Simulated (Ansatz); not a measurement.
Ansatz results at the PBE0-D4/def2-TZVP geometry: zero-point energy (PBE0-D4/def2-TZVP) 35.7 kJ/mol; HOMO–LUMO gap (ωB97M-V/def2-TZVPP) 8.69 eV; HOMO energy (ωB97M-V/def2-TZVPP) -9.54 eV.

Each molecule was computed in one conformer, which needn't be the lowest.

Question: Which molecule gave them?
A. `C[S][Sn][OH]`
B. `C[O][Sn][NH2]`
C. `[OH][Sn][Br]`
D. `C[O][Sn][Br]`

Answer: C. The others give `C[O][Sn][Br]`: 110.3, 8.95, -9.78; `C[S][Sn][OH]`: 136.2, 8.63, -9.04; `C[O][Sn][NH2]`: 173.3, 9.56, -9.42.
